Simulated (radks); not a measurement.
Values are calculated unless marked as measured or tabulated.
Task: Species: Ge III. Configuration: [Ar] 3d10 4s2. Code: a radial shooting solver on a logarithmic mesh with Libxc functionals. Model: Dirac Kohn-Sham, LDA (Slater exchange, Perdew-Wang correlation), spin-unpolarised, spherical densities, point nucleus. Some entries of the table are withheld. Estimate them.

orbital,occ.,eigenvalue (eV),<r> (bohr)
1s1/2,2,(1),0.04706
2s1/2,2,-1388.998,0.2102
2p1/2,2,(2),0.1814
2p3/2,4,(3),0.1850
3s1/2,2,-187.7555,0.6253
3p1/2,2,-138.3122,0.6403
3p3/2,4,-134.0212,0.6512
3d3/2,4,-49.8937,(4)
3d5/2,6,-49.3041,(5)
4s1/2,2,-29.6282,(6)

Result: 
(1) 1s1/2 eigenvalue (eV): -10958.24
(2) 2p1/2 eigenvalue (eV): -1239.095
(3) 2p3/2 eigenvalue (eV): -1207.285
(4) 3d3/2 <r> (bohr): 0.7290
(5) 3d5/2 <r> (bohr): 0.7342
(6) 4s1/2 <r> (bohr): 1.933
